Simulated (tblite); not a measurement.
Problem. Write Cartesian coordinates for `n1cc(C=C)[n-]n1` as optimised with GFN2-xTB. (Charge -1.)

Solution. 
```xyz
11
C4H4N3 angstrom
C     -1.9242   -0.2538   -0.2263
C     -0.9800    0.4591    0.3918
C      0.4326    0.2883    0.2478
C      1.1928   -0.6056   -0.5234
N      2.4796   -0.3489   -0.2982
N      2.5265    0.6580    0.5722
N      1.3334    1.0570    0.9142
H     -2.9776   -0.0689   -0.0697
H     -1.6787   -1.0492   -0.9120
H     -1.2726    1.2515    1.0752
H      0.8736   -1.3849   -1.1976
```

Any rigid rotation of these coordinates is as good. Atoms count from 1 in this order. C4 (aromatic CH next to a ring nitrogen) is planar (angles 130.0°, 122.1° and 107.9°, sum 360.0°, 0.00 Å off the plane of its three neighbours). The 7 heavy atoms lie in one plane (0.000 Å rms). Of the pairs four or more bonds apart, C4···H9 is among the closest relative to their van der Waals radii: 2.93 Å, 101 % of the sum of Bondi's values. The 2 C–N bonds span 1.331 Å (C4–N5, aromatic) to 1.359 Å (C3–N7, aromatic), a spread of 0.028 Å.

Bonds between heavy atoms (Å): C1=C2 1.335, C2–C3 1.430, C3–C4 1.404, C4–N5 1.331, N5–N6 1.332, N6–N7 1.304, C3–N7 1.359.

Computed geometry: GFN2-xTB, gas phase.

Point group: Cs (tolerance 0.08 Å). Its GFN2-xTB frequencies are all real (lowest 110 cm⁻¹). Torsions: C1–C2–C3–C4 0°.

One conformer stands for the species.
